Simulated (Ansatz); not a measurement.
Cost and result for the atomization energy of C$_{2}$H$_{5}$FGeO, SMILES `C[C@H]1[O][Ge@@H]1[F]` (10 atoms, 10 bonds).

```csv
atom,x (Å),y (Å),z (Å)
C1,-0.881,1.130,0.304
C2,-0.482,-0.280,0.010
O3,0.026,-0.527,-1.317
Ge4,1.303,-0.919,-0.096
F5,1.597,-2.623,-0.022
H6,-1.764,1.384,-0.293
H7,-0.092,1.839,0.047
H8,-1.135,1.249,1.359
H9,-1.211,-1.029,0.330
H10,2.638,-0.225,-0.321
```

Total charge 0; spin multiplicity 1. Correlated methods include outer-core shells of Ge, which these sets cover unevenly. Scalar relativity is left out up to krypton. The geometry is a stationary point of PBE0-D4/def2-TZVP. Program: Ansatz. All runs use 4 threads of an Arm Neoverse V1 on a shared host. Times are those of one run each, without the atoms' runs, and a repeat can differ threefold. Electronic energies, without spin–orbit coupling; frozen cores. CCSD(T)/CBS adds CCSD(T) − MP2 in def2-TZVPP to the MP2 limit, and its time is that of the two runs behind it. T1 = 0.014. With those shells the extrapolation isn't a true limit. B3LYP takes the VWN-RPA correlation (the form of Gaussian; ORCA's B3LYP/G).

CCSD(T)/CBS is a level of theory with its own doubt, some kJ/mol a heavy atom from the limit and from the frozen cores, so smaller differences don't rank the functionals.

```csv
level,functions,wall time,atomization (kcal/mol),difference from CCSD(T)/CBS,per bond
PBE-D4/def2-TZVPP (with forces),242,2.5 s,904.6,20.4,2.0
PBE0-D4/def2-TZVPP,242,3.1 s,880.6,-3.6,-0.4
B3LYP-D4/def2-TZVPP (with forces),242,4.6 s,875.7,-8.5,-0.8
r2SCAN-D4/def2-TZVPP (with forces),242,4.7 s,886.4,2.2,0.2
B2PLYP/def2-TZVPP,242,5.5 s,871.2,-13.0,-1.3
ωB97X-V/def2-TZVPP,242,8 s,883.5,-0.7,-0.1
ωB97M-V/def2-TZVPP (with forces),242,12 s,879.5,-4.7,-0.5
MP2/def2-QZVPP,467,26 s,896.1,11.9,1.2
CCSD(T)/def2-TZVPP,242,3.9 min,861.5,-22.7,-2.3
CCSD(T)/CBS(def2),–,4.4 min,884.2,0.0,0.0
```

The D4 term adds +7.1 kcal/mol with B3LYP and +3.7 kcal/mol with PBE0; it sums over pairs of atoms, weighted by their polarisabilities, and B3LYP, whose exchange is more repulsive, gets the larger term. From PBE to PBE0 (25 % exact exchange), in def2-TZVPP and without D4, the atomization energy moves by −23.3 kcal/mol: exact exchange takes away binding that semilocal exchange gives to molecules. In def2-TZVPP, CCSD(T) changes the Hartree–Fock value by +248.6 kcal/mol (the triples alone add +16.8 kcal/mol) and MP2 by +269.6 kcal/mol; breaking electron pairs costs correlation energy, which Hartree–Fock lacks.
